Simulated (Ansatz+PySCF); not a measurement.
Values are calculated unless marked as measured or tabulated.
## Several solutions for quartet VO

```yaml
atoms:
  - { symbol: V, position_ang: [0.0000, 0.0000, 0.0000] }
  - { symbol: O, position_ang: [0.0000, 0.0000, 1.6526] }
```

Basis set: def2-SVP (spherical functions). Charge 0, multiplicity 4.

UHF was run from several starts with Ansatz (development build ahead of 0.2.0) and PySCF 2.14.0.

| run | program | start | converged | energy (hartree) | <S²> |
| --- | --- | --- | --- | --- | --- |
| A | Ansatz | search for the lowest state | yes | -1017.53456 | 4.41 |
| B | PySCF | guess huckel, instabilities followed | yes | -1017.53456 | 4.41 |
| C | PySCF | guess minao, instabilities followed | yes | -1017.53456 | 4.41 |
| D | PySCF | guess atom, instabilities followed | yes | -1017.53456 | 4.41 |
| E | Ansatz | atomic start, no search | yes | -1017.53436 | 4.42 |
| F | Ansatz | stability test followed | yes | -1017.53456 | 4.41 |
| G | PySCF | program defaults | no | – | – |

(1) Which runs reached the lowest solution of this kind, and what is wrong with the others?

## Answers

(1) A, B, C, D, E, F reached the lowest solution found or ended within 0.01 eV of it (a small difference can mark another solution nearby). Not converged: G. Caution: other spin multiplicities were not run. Caution: the unrestricted determinant is spin contaminated.
